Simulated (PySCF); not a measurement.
**First hyperpolarisability: 3-methoxybenzaldehyde, C₈H₈O₂**

Cartesian coordinates in Å; atom numbers follow the order of the lines, from 1:
```xyz
18

C     2.5072   -1.2774   -0.1643
O     2.0563    0.0466   -0.0972
C     0.7329    0.2858   -0.1713
C     0.3387    1.6304   -0.0967
C    -1.0059    1.9784   -0.1647
C    -1.9841    0.9973   -0.3083
C    -1.5945   -0.3414   -0.3824
C    -2.6170   -1.4006   -0.5349
O    -3.8036   -1.2038   -0.6031
C    -0.2429   -0.7036   -0.3151
H     3.6007   -1.2423   -0.0841
H     2.2350   -1.7550   -1.1219
H     2.1082   -1.8888    0.6639
H     1.1181    2.3864    0.0155
H    -1.2896    3.0315   -0.1044
H    -3.0470    1.2382   -0.3647
H    -2.2009   -2.4410   -0.5845
H     0.0236   -1.7605   -0.3770
```

Level of theory: PySCF 2.14.0, quadratic response CAM-B3LYP/aug-cc-pVDZ first hyperpolarisability, Taylor convention, gas phase. Geometry: PBE0-D3(BJ)/def2-SVP.

**Question.** Give β for the processes computed.

**Answer.** In au, Taylor convention; the vector part is βᵢ = ⅓ Σⱼ (βᵢⱼⱼ + βⱼᵢⱼ + βⱼⱼᵢ); β∥ is 3/5 of the vector part along the dipole, the dipole points from − to +:
| process | λ (nm) | β vector norm | β∥ | β HRS | depolarisation ratio |
| --- | --- | --- | --- | --- | --- |
| static β(0;0,0) | ∞ | 381.9 | 181.2 | 147.7 | 6.54 |
| second harmonic β(−2ω;ω,ω) | 1907 | 418.2 | 198.9 | 161.4 | 6.79 |
| Pockels β(−ω;ω,0) | 1907 | 393.4 | 186.8 | – | – |
| second harmonic β(−2ω;ω,ω) | 1064 | 520.6 | 248.9 | 200.3 | 7.43 |
| Pockels β(−ω;ω,0) | 1064 | 420.9 | 200.3 | – | – |

**Question.** Which lowest excitations, dipole and polarisabilities go with it?

**Answer.** S1 3.86 eV (f = 0.000); S2 4.44 eV (f = 0.070); S3 5.23 eV (f = 0.103); dipole 3.68 D; isotropic α 105.0 au static, 105.5 au at 1907 nm, 106.5 au at 1064 nm, 106.9 au at 953.5 nm, 111.7 au at 532 nm.
